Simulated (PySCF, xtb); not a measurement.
C₂H₇ClO₂Si, SMILES [Si@@H](O)(Cl)CCO. Other conformers were not sampled.

Harmonic wavenumbers (cm⁻¹) from GFN2-xTB run with xtb at its own minimum, in rising order: 57, 79, 156, 172, 193, 256, 283, 396, 460, 504, 641, 689, 710, 771, 809, 894, 951, 993, 1089, 1104, 1193, 1277, 1309, 1348, 1471, 1492, 2327, 2880, 2963, 2988, 3019, 3542, 3658.

**Question.** What does PBE-D3(BJ)/def2-SVP (PySCF) give at its own minimum? (An estimate is asked for; the answer gives what the named calculation found.)

**Answer.** 79, 85, 162, 177, 217, 271, 307, 375, 457, 519, 667, 702, 747, 819, 827, 902, 915, 943, 1077, 1085, 1160, 1243, 1320, 1365, 1371, 1443, 2188, 2912, 2976, 3011, 3038, 3676, 3762. Paired by order, the mean absolute difference is 34 cm⁻¹ and the zero-point energies are 58.1 and 58.3 kcal/mol.
